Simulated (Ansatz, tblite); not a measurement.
Cost and result up the ladder for `Sc1ccc(-c2ccc(-c3ccccc3)cc2)cc1` (33 atoms). Total charge 0; singlet. Geometry: r2SCAN-D4/def2-SVP.

Ansatz on 2 threads of AMD EPYC 7R13 on a shared host and a share (18 GiB) of an NVIDIA H100 80GB HBM3; xTB runs through tblite on one thread. Times are rough, summed over both states, and most runs start from the orbitals of an earlier one. PBE0-D4/def2-TZVP serves as the yardstick here, not as an exact answer. The other state is a doublet.

The xTB rows come from tblite. Single mean-field runs in def2-TZVP are fitted with def2-universal-jkfit.

Run but left out: HF/def2-TZVP (singlet: restricted singlet, unstable in another Hartree–Fock run and untested here).

Raw xTB energies of ions are shifted by several eV.

| level | functions | wall time |
| --- | --- | --- |
| GFN2-xTB | 95 | 0.08 s |
| GFN1-xTB | 109 | 0.1 s |
| PBE-D4/def2-TZVP | 679 | 7.3 s |
| PBE0-D4/def2-TZVP (with forces) | 679 | 10 s |

(1) Estimate what each level gives for the vertical IE (eV).

Answers

(1) 
| level | vertical IE (eV) | difference from PBE0-D4/def2-TZVP (eV) |
| --- | --- | --- |
| GFN2-xTB | 11.88 | 4.62 |
| GFN1-xTB | 12.76 | 5.51 |
| PBE-D4/def2-TZVP | 6.98 | -0.28 |
| PBE0-D4/def2-TZVP (with forces) | 7.26 | 0.00 |
